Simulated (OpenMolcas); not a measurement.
**S IV: effect of the basis set**

```yaml
Program: OpenMolcas 26.06
Method: RASSCF
Active_space: 3 electrons in 9 orbitals (RAS2 3s 3p; RAS3 3d, at most 2 electrons)
State_averaging: 2S+1 = 4 odd, 1 root; 2S+1 = 2 odd, 11 roots; 2S+1 = 4 even, 3 roots; 2S+1 = 2 even, 9 roots
Spin-orbit_coupling: RASSI with atomic mean-field integrals over the reference wave functions, term energies averaged over their components
```

A. ANO-RCC-VTZP [5s4p2d1f], DKH2, point nucleus; cost roughly 16 core-seconds
B. ANO-R2 [5s4p3d1f], X2C, finite nucleus; cost roughly 15 core-seconds
C. ANO-RCC-VQZP [6s5p3d2f1g], DKH2, point nucleus; cost roughly 30 core-seconds
D. ANO-RCC [8s7p5d4f2g], DKH2, point nucleus; cost roughly 50 core-seconds

Energies in cm-1 above 3s2 3p 2P* 1/2, the measured ground level; measured values from NIST levels in Podobedova, Kelleher and Wiese, J. Phys. Chem. Ref. Data 38, 171 (2009).

| Level | A | B | C | D | Measured |
| --- | --- | --- | --- | --- | --- |
| 3s2 3p 2P* 1/2 | 0.0 | 0.0 | 0.0 | 0.0 | 0.0 |
| 3s2 3p 2P* 3/2 | 839 | 838 | 827 | 846 | 951 |
| 3s 3p2 4P 1/2 | 68167 | 68577 | 68096 | 68148 | 71184 |
| 3s 3p2 4P 3/2 | 68470 | 68874 | 68393 | 68449 | 71529 |
| 3s 3p2 4P 5/2 | 68960 | 69356 | 68872 | 68937 | 72074 |
| 3s 3p2 2D 3/2 | 94675 | 94001 | 94645 | 94152 | 94103 |
| 3s 3p2 2D 5/2 | 94698 | 94028 | 94668 | 94178 | 94150 |
| 3s 3p2 2S 1/2 | 126638 | 126295 | 126730 | 126681 | 123509 |

Deviations, from unrounded energies. A percentage is the sum of absolute deviations over the sum of measured energies, with the sign that they share, or ± where signs differ.

| Against measurement | Levels | A | B | C | D |
| --- | --- | --- | --- | --- | --- |
| mean absolute deviation (cm-1) | 7 | 1900 | 1600 | 2000 | 1800 |
| fine structure of the ground term (%) | 1 | -11.8 | -11.9 | -13.1 | -11.1 |
| other configurations (%) | 6 | ±2.6 | ±2.1 | ±2.6 | ±2.4 |

B lies closest to measurement on these levels and C furthest from it. The largest miss of B in the table is 3s 3p2 2S 1/2, by +2800 cm-1. The ranking rests on the paired levels alone, and a cruder setting can come out closer through cancelling errors.

Among A to D the level of the table that moves most is 3s 3p2 2D 3/2, by 670 cm-1 (lowest in B, highest in A).

Active for correlation alone: 3d; no level in the range computed is led by a configuration that fills it, so any true level of that kind is missing. Some terms mix strongly with configurations of 3d, whose occupation reaches 0.17 (3s 3p2 2D) (figures for A; the like holds for B, C, D). Measured partners are found by configuration, term and J. A level has none where our copy of the source lacks it or the pairing is in doubt (some pairs that miss far off the trend of their configuration count as doubtful), and it then counts in no deviation. Only configurations of the active space appear. The table leaves out levels that lie high or whose names do not pair safely across all columns.

* marks odd parity.
